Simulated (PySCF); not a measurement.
# Ni⁺: fine-structure interval

Ni⁺ [Ar] 3d9 [3d3/2^4 3d5/2^5, M_J = 5/2] → Ni⁺ [Ar] 3d9 [3d3/2^3 3d5/2^6, M_J = 3/2], as a difference of total energies. Calculation: PySCF 2.14, in x2c-QZVPPall-2c (11s9p6d4f2g, 114 functions); the two-component X2C-1e Hamiltonian. Correlated levels: [Ne] frozen; the 8 highest virtual spinors dropped. "Screened" scales the spin-orbit matrix elements by Boettger's factors to mimic the two-electron term; Breit and QED terms are absent.

| method | fine-structure interval (cm⁻¹) | error (cm⁻¹) |
| --- | --- | --- |
| GHF (screened spin-orbit) | 1771.4 | +264 |
| GMP2 (screened spin-orbit) | 1888.8 | +382 |
| GHF (bare spin-orbit) | 2701.4 | +1194 |

Reference: 1506.9 cm⁻¹ (measured; NIST Handbook of Basic Atomic Spectroscopic Data (Sansonetti and Martin, J. Phys. Chem. Ref. Data 34, 1559 (2005))).

Errors of the correlated levels include the incompleteness of this basis and the frozen core.
